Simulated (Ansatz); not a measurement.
`C[Si](O)(S)Cl`, relaxed with RKS PBE-D4/def2-SVP in Ansatz from a rough embedded geometry. The force threshold is 0.03 eV/Å; the program also tests the step.

The species carries charge 0 and has multiplicity 1.

Start:

```xyz
10

C     1.039   -0.760   -0.443
Si   -0.174    0.212    0.412
O    -1.648   -0.529    0.552
S    -0.514    2.087   -0.564
Cl    0.382    0.603    2.336
H     1.265   -1.758    0.091
H     2.044   -0.273   -0.478
H     0.774   -1.030   -1.425
H    -2.190   -0.078    1.258
H    -0.979    1.526   -1.739
```

Task: By how much does the energy fall, and how many steps does the optimiser take? (An estimate is asked.)

Result: The calculation gave: 0.36 eV, in 7 steps, 1 of them rejected.

Task: Which bonds change most? (Estimate.)

Result: Ansatz gave: C1–Si2 from 1.774 to 1.862 Å; C1–H8 from 1.052 to 1.109 Å; Si2–Cl5 from 2.041 to 2.087 Å; C1–H6 from 1.154 to 1.109 Å.

Task: Give the relaxed structure. (An estimate is asked.)

Result: Computed: 
```xyz
10

C     1.061   -0.825   -0.427
Si   -0.176    0.253    0.454
O    -1.573   -0.654    0.599
S    -0.523    2.163   -0.489
Cl    0.547    0.800    2.335
H     1.218   -1.765    0.140
H     2.030   -0.297   -0.522
H     0.697   -1.085   -1.441
H    -2.324   -0.184    1.003
H    -0.958    1.594   -1.651
```
